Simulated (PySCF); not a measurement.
`C(=C/C=C(/C#N)C=O)/[O-]`, [C$_{6}$H$_{4}$NO$_{2}$]-, charge -1

Molfile (atoms numbered from 1):
```
C6H4NO2
     RDKit          3D

 13 12  0  0  0  0  0  0  0  0999 V2000
    2.3004    2.1625   -1.6745 N   0  0  0  0  0  0  0  0  0  0  0  0
    1.6589    1.3892   -1.0843 C   0  0  0  0  0  0  0  0  0  0  0  0
    0.8605    0.4535   -0.3693 C   0  0  0  0  0  0  0  0  0  0  0  0
    1.5396   -0.5913    0.3540 C   0  0  0  0  0  0  0  0  0  0  0  0
    2.7445   -0.7782    0.4323 O   0  0  0  0  0  0  0  0  0  0  0  0
   -0.5458    0.5908   -0.4014 C   0  0  0  0  0  0  0  0  0  0  0  0
   -1.5390   -0.1641    0.1917 C   0  0  0  0  0  0  0  0  0  0  0  0
   -2.9228    0.1738    0.0138 C   0  0  0  0  0  0  0  0  0  0  0  0
   -3.3916    1.1024   -0.6341 O   0  0  0  0  0  0  0  0  0  0  0  0
    0.8366   -1.2843    0.8880 H   0  0  0  0  0  0  0  0  0  0  0  0
   -0.9325    1.4320   -0.9910 H   0  0  0  0  0  0  0  0  0  0  0  0
   -1.3153   -1.0368    0.8115 H   0  0  0  0  0  0  0  0  0  0  0  0
   -3.6254   -0.5261    0.5528 H   0  0  0  0  0  0  0  0  0  0  0  0
  1  2  3  0
  2  3  1  0
  3  4  1  0
  4  5  2  0
  3  6  2  0
  6  7  1  0
  7  8  2  0
  8  9  1  0
  4 10  1  0
  6 11  1  0
  7 12  1  0
  8 13  1  0
M  CHG  1   9  -1
M  END
```

Theory: quadratic response CAM-B3LYP/aug-cc-pVDZ first hyperpolarisability, Taylor convention, gas phase (PySCF 2.14.0). Geometry: PBE0-D3(BJ)/def2-SVP.

For a gas-phase anion, states above the detachment energy (about 3.2 eV, taken as minus the energy of the highest occupied orbital) lie in the continuum and depend on the basis.

**Question.** Give the tensor of the second harmonic β(−2ω;ω,ω) at 1907 nm in the axes of these coordinates.

**Answer.** In au, Taylor convention; rows are the first index (the induced dipole):
|  | xx | yy | zz | xy | xz | yz |
| --- | --- | --- | --- | --- | --- | --- |
| x | +1640.4 | -141.3 | -18.4 | +67.2 | -117.1 | +179.6 |
| y | +54.2 | +118.3 | +15.4 | -136.6 | +169.6 | -6.2 |
| z | -108.2 | -4.4 | -93.7 | +169.0 | -21.0 | +17.0 |

Norm of βᵢ = ⅓ Σⱼ (βᵢⱼⱼ + βⱼᵢⱼ + βⱼⱼᵢ): 1510.4 au, hyper-Rayleigh value 677.8 au.
